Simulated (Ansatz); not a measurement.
The same ligand exchange along the group O, S, Se, Te.

Computed with Ansatz on PBE0-D4/def2-TZVP structures; ΔE is electronic, products minus reactants. CCSD(T)/CBS is the MP2 limit (def2-TZVPP, def2-QZVPP) plus CCSD(T) − MP2 in def2-TZVPP, frozen cores. This one scheme is used for every species. DFT in def2-TZVPP. Elements past krypton have def2 core potentials. For Se, Te outer-core shells are correlated without core-valence functions, which leaves a few kJ/mol of doubt a bond. Scalar relativity is left out up to krypton. Each species was taken in one conformer, which may not be the lowest.

| reaction | MP2/CBS(def2) (kJ/mol) | CCSD/CBS(def2) (kJ/mol) | B2PLYP (kJ/mol) | PBE-D4 (kJ/mol) | CCSD(T)/CBS(def2) (kJ/mol) |
| --- | --- | --- | --- | --- | --- |
| `O[SiH2][SiH3]` + `NCF` → `FCN[SiH2][SiH3]` + H₂O | 37 | 40 | 46 | 38 | 38 |
| `[SiH3][SiH2]S` + `NCF` → `FCN[SiH2][SiH3]` + H₂S | 21 | 18 | 19 | 25 | 19 |
| `[SiH3][SiH2][SeH]` + `NCF` → `FCN[SiH2][SiH3]` + H₂Se | 32 | 28 | 26 | 33 | 28 |
| `[SiH3][SiH2][TeH]` + `NCF` → `FCN[SiH2][SiH3]` + H₂Te | 37 | 29 | 25 | 35 | 30 |

Largest T1 diagnostic: 0.012, for `O[SiH2][SiH3]`.
